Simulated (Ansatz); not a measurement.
CH$_{8}$BClSi$_{2}$, SMILES `CB[SiH]([SiH3])Cl`, relaxed with RKS PBE0-D4/def2-TZVP in Ansatz from a PBE-D4/def2-SVP geometry. The force threshold is 0.005 eV/Å; the program also tests the step.

The species carries charge 0 and has multiplicity 1.

Start:

```xyz
13

C     2.286    0.244    0.236
B     1.142   -0.366   -0.625
Si   -0.595   -1.001    0.164
Si   -2.271    0.621   -0.217
Cl   -0.474   -1.206    2.263
H     3.299    0.129   -0.198
H     2.076    1.346    0.198
H     2.276   -0.036    1.308
H     1.215   -0.362   -1.845
H    -1.070   -2.317   -0.399
H    -2.488    0.825   -1.695
H    -1.833    1.928    0.391
H    -3.565    0.195    0.421
```

(1) How much energy does the relaxation release, and in how many steps? (Best estimate.)

(2) Which bonds change most? (Estimate.)

(3) Give the relaxed structure. (Best estimate.)

Results:

(1) Computed: 1.03 kcal/mol, in 9 steps.

(2) The calculation gave: Si3–Cl5 from 2.112 to 2.080 Å; B2–H9 from 1.222 to 1.202 Å; Si4–H11 from 1.507 to 1.488 Å; Si4–H12 from 1.506 to 1.488 Å.

(3) Computed: 
```xyz
13

C     2.317    0.215    0.234
B     1.132   -0.321   -0.602
Si   -0.603   -0.945    0.188
Si   -2.305    0.616   -0.228
Cl   -0.480   -1.182    2.251
H     3.294    0.089   -0.237
H     2.144    1.306    0.258
H     2.346   -0.113    1.274
H     1.178   -0.280   -1.802
H    -1.020   -2.260   -0.375
H    -2.510    0.760   -1.696
H    -1.918    1.939    0.332
H    -3.576    0.175    0.403
```
